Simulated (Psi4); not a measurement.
H4Si, charge +1, doublet, at a GFN2-xTB geometry (a state made from the parent by changing its charge; the spin is typed, not shown lowest); CCSD(T)/cc-pVDZ in Psi4.

Input for Psi4:
```
memory 2 GB

molecule mol {
1 2
Si    0.000000   -0.000000   -0.000000
H     0.028744    1.072285    1.066288
H    -0.027528   -1.065933    1.072670
H     0.027528    1.065933   -1.072670
H    -0.028744   -1.072285   -1.066288
}

set {
  basis cc-pvdz
  reference uhf
  scf_type pk
  mp2_type conv
}

energy('ccsd(t)')
print_variables()
```

The log (banner, timings and long lists left out):

```
   => Loading Basis Set <=

    Name: CC-PVDZ
    Role: ORBITAL
    Keyword: BASIS

         ---------------------------------------------------------
                                   SCF
               by Justin Turney, Rob Parrish, Andy Simmonett
                          and Daniel G. A. Smith
                              UHF Reference
         ---------------------------------------------------------

  ==> Geometry <==

    Molecular point group: c2h
    Full point group: C2h

    Geometry (in Angstrom), charge = 1, multiplicity = 2:

       Center              X                  Y                   Z               Mass
    ------------   -----------------  -----------------  -----------------  -----------------
         SI          -0.000000000000     0.000000000000     0.000000000000    27.976926534650
         H           -1.072670063711    -1.066288128099     0.000000000000     1.007825032230
         H            1.066288270035    -1.072670128865     0.000000000000     1.007825032230
         H           -1.066288270035     1.072670128865     0.000000000000     1.007825032230
         H            1.072670063711     1.066288128099     0.000000000000     1.007825032230

  Running in c2h symmetry.

  Rotational constants: A =      3.65597  B =      3.65597  C =      1.82799 [cm^-1]
  Rotational constants: A = 109603.29312  B = 109603.27048  C =  54801.64090 [MHz]
  Nuclear repulsion =   20.932421253280072

  Charge       = 1
  Multiplicity = 2
  Electrons    = 17
  Nalpha       = 9
  Nbeta        = 8

  ==> Algorithm <==

  SCF Algorithm Type is PK.
  DIIS enabled.
  MOM disabled.
  Fractional occupation disabled.
  Guess Type is SAD.
  Energy threshold   = 1.00e-08
  Density threshold  = 1.00e-08
  Integral threshold = 1.00e-12

  ==> Primary Basis <==

  Basis Set: CC-PVDZ
    Blend: CC-PVDZ
    Number of shells: 20
    Number of basis functions: 38
    Number of Cartesian functions: 39
    Spherical Harmonics?: true
    Max angular momentum: 2

  ==> Integral Setup <==

  Using in-core PK algorithm.
   Calculation information:
      Number of atoms:                   5
      Number of AO shells:              20
      Number of primitives:             70
      Number of atomic orbitals:        39
      Number of basis functions:        38

      Integral cutoff                 1.00e-12
      Number of threads:                 1

  Performing in-core PK
  Using 549822 doubles for integral storage.
  We computed 22155 shell quartets total.
  Whereas there are 22155 unique shell quartets.

  ==> DiskJK: Disk-Based J/K Matrices <==

    J tasked:                  Yes
    K tasked:                  Yes
    wK tasked:                  No
    Schwarz Cutoff:          1E-12

  Minimum eigenvalue in the overlap matrix is 1.9212447385E-02.
  Reciprocal condition number of the overlap matrix is 5.0726755380E-03.
    Using symmetric orthogonalization.

  ==> Pre-Iterations <==

  SCF Guess: Superposition of Atomic Densities via on-the-fly atomic UHF (no occupation information).

   -------------------------
    Irrep   Nso     Nmo
   -------------------------
     Ag        15      15
     Bg         4       4
     Au         5       5
     Bu        14      14
   -------------------------
    Total      38      38
   -------------------------

  ==> Iterations <==

                        Total Energy        Delta E     RMS |[F,P]|

   @UHF iter SAD:  -290.72165575367347   -2.90722e+02   0.00000e+00
   @UHF iter   1:  -290.75215521206962   -3.04995e-02   8.54053e-03 ADIIS/DIIS
   @UHF iter   2:  -290.78870082446554   -3.65456e-02   2.44451e-03 ADIIS/DIIS
   @UHF iter   3:  -290.79193709696636   -3.23627e-03   1.07728e-03 ADIIS/DIIS
   @UHF iter   4:  -290.79281727004764   -8.80173e-04   3.67406e-04 ADIIS/DIIS
   @UHF iter   5:  -290.79293830052814   -1.21030e-04   6.62678e-05 DIIS
   @UHF iter   6:  -290.79294229299882   -3.99247e-06   1.79356e-05 DIIS
   @UHF iter   7:  -290.79294258070024   -2.87701e-07   1.27653e-06 DIIS
   @UHF iter   8:  -290.79294258173854   -1.03830e-09   1.48174e-07 DIIS
   @UHF iter   9:  -290.79294258175167   -1.31308e-11   1.81969e-08 DIIS
   @UHF iter  10:  -290.79294258175190   -2.27374e-13   1.89788e-09 DIIS
  Energy and wave function converged.

  ==> Post-Iterations <==

   @Spin Contamination Metric:   4.663770044E-02
   @S^2 Expected:                7.500000000E-01
   @S^2 Observed:                7.966377004E-01
   @S   Expected:                5.000000000E-01
   @S   Observed:                5.000000000E-01

    Orbital Energies [Eh]
    ---------------------

    Alpha Occupied:

[...]
    Alpha Virtual:

[...]
    Beta Occupied:

[...]
    Beta Virtual:

[...]
    Final Occupation by Irrep:
             Ag    Bg    Au    Bu
    DOCC [     3,    0,    1,    4 ]
    SOCC [     1,    0,    0,    0 ]
    NA   [     4,    0,    1,    4 ]
    NB   [     3,    0,    1,    4 ]

  @UHF Final Energy:  -290.79294258175190

   => Energetics <=

    Nuclear Repulsion Energy =             20.9324212532800722
    One-Electron Energy =                -439.0937737783899593
    Two-Electron Energy =                 127.3684099433579178
    Total Energy =                       -290.7929425817519586

  UHF NO Occupations:
  HONO-2 :    3 Bu 1.9917089
  HONO-1 :    4 Bu 1.9917089
  HONO-0 :    4 Ag 1.0000000
  LUNO+0 :    5 Bu 0.0082911
  LUNO+1 :    6 Bu 0.0082911
  LUNO+2 :    5 Ag 0.0068284
  LUNO+3 :    2 Au 0.0000001

Computation Completed

Properties will be evaluated at   0.000000,   0.000000,   0.000000 [a0]

Properties computed using the SCF density matrix

 Multipole Moments:

 ------------------------------------------------------------------------------------
     Multipole            Electronic (a.u.)      Nuclear  (a.u.)        Total (a.u.)
 ------------------------------------------------------------------------------------

 L = 1.  Multiply by 2.5417464519 to convert [e a0] to [Debye]
[...]
  Iter             Energy              RMS        T1Diag      D1Diag    New D1Diag    D2Diag
  ----     ---------------------    ---------   ----------  ----------  ----------   --------
     0        -0.104563853272965    0.000e+00    0.000000    0.000000    0.000000    0.000000
     1        -0.125146327686357    6.027e-02    0.006696    0.000000    0.000000    0.000000
     2        -0.134538156019154    2.626e-02    0.012614    0.000000    0.000000    0.000000
     3        -0.135129789475992    7.396e-03    0.014978    0.000000    0.000000    0.000000
     4        -0.135210030099454    1.453e-03    0.015323    0.000000    0.000000    0.000000
     5        -0.135195165369687    3.234e-04    0.015357    0.000000    0.000000    0.000000
     6        -0.135195685496266    8.128e-05    0.015353    0.000000    0.000000    0.000000
     7        -0.135198123442111    2.434e-05    0.015353    0.000000    0.000000    0.000000
     8        -0.135197580251851    7.010e-06    0.015353    0.000000    0.000000    0.000000
     9        -0.135197613939772    1.845e-06    0.015352    0.000000    0.000000    0.000000
    10        -0.135197601986969    4.866e-07    0.015352    0.000000    0.000000    0.000000
    11        -0.135197609952216    1.144e-07    0.015353    0.000000    0.000000    0.000000
    12        -0.135197607766027    3.124e-08    0.015353    0.000000    0.000000    0.000000

    Iterations converged.

    Largest TIA Amplitudes:
              2   0        -0.0382016523
              8  19        -0.0163032354
              7  20        -0.0163032234
              2   4         0.0122972009
              3   6        -0.0073812125
              8  23        -0.0061881208
              7  24        -0.0061881162
              2   1        -0.0058239414
              3   3        -0.0058063181
              7  19        -0.0025051260

    Largest Tia Amplitudes:
              7  20         0.0190748673
              6  21         0.0190748566
              7  24         0.0173622791
              6  25         0.0173622728
              2   6         0.0117173365
              7  23        -0.0065258911
              6  22        -0.0065258841
              2   1         0.0058677375
              2   5        -0.0023839397
              7  26        -0.0018164844

    Largest TIJAB Amplitudes:
      8   7  12  11        -0.0103759369
      7   2  15  11         0.0097194530
      8   2  15  12         0.0097194528
      8   7   3   2         0.0089026747
      3   2   3   0         0.0088845714
      8   3  20   2         0.0075866992
      7   3  19   2        -0.0075866987
      8   7  21  19         0.0074617275
      8   7  22  20        -0.0074617236
      8   7  22  21        -0.0074358938

    Largest Tijab Amplitudes:
      7   6   3   0        -0.0566798329
      7   6   4   3         0.0158282688
      7   2  16  13         0.0134278185
      6   2  16  12         0.0134278179
      7   6  13  12        -0.0131086859
      7   2  20   0         0.0128267810
      6   2  21   0        -0.0128267753
      7   6  22  20         0.0081035039
      7   6  23  21        -0.0081035005
      7   2  20   1        -0.0077303603

    Largest TIjAb Amplitudes:
      3   7  19   0        -0.0523869189
      3   6  20   0        -0.0523868967
      7   6   0   0        -0.0469875037
      8   7   0   0         0.0469875017
      3   2   0   0        -0.0435827125
      3   7  23   0        -0.0425655031
      3   6  24   0        -0.0425654918
      2   2  15  16        -0.0418660273
      2   6  15  12        -0.0289372685
      2   7  15  13        -0.0289372684

    SCF energy       (wfn)                    = -290.792942581751902
    Reference energy (file100)                = -290.792942581751902

    Opposite-spin MP2 correlation energy      =   -0.091538891075688
    Same-spin MP2 correlation energy          =   -0.013024962197277
    Singles MP2 correlation energy            =   -0.000000000000000
    MP2 correlation energy                    =   -0.104563853272965
      * MP2 total energy                      = -290.897506435024866

    Opposite-spin CCSD correlation energy     =   -0.120819616659625
    Same-spin CCSD correlation energy         =   -0.014377991106403
    Singles CCSD correlation energy           =    0.000000000000000
    CCSD correlation energy                   =   -0.135197607766027
      * CCSD total energy                     = -290.928140189517933

            **************************
            *                        *
            *        CCTRIPLES       *
            *                        *
            **************************

    Wave function   =    CCSD_T
    Reference wfn   =      UHF

    Nuclear Rep. energy (wfn)                =   20.932421253280072
    SCF energy          (wfn)                = -290.792942581751902
    Reference energy    (file100)            = -290.792942581751902
    CCSD energy         (file100)            =   -0.135197607766027
    Total CCSD energy   (file100)            = -290.928140189517933

    Number of ijk index combinations:
    Spin Case AAA:                                  84
    Spin Case BBB:                                  56
    Spin Case AAB:                                 288
    Spin Case ABB:                                 252
    AAA (T) energy                             =   -0.000012310518637
    BBB (T) energy                             =   -0.000019025667156
    AAB (T) energy                             =   -0.001396129400652
    ABB (T) energy                             =   -0.001377165249064
    (T) energy                                   =   -0.002804630835509
      * CCSD(T) total energy                     = -290.930944820353432

  Variable Map:
  ----------------------------------------------------------------------------
[...]
  Array Variable Map:
  ----------------------------------------------------------------------------
[...]
[...]
```
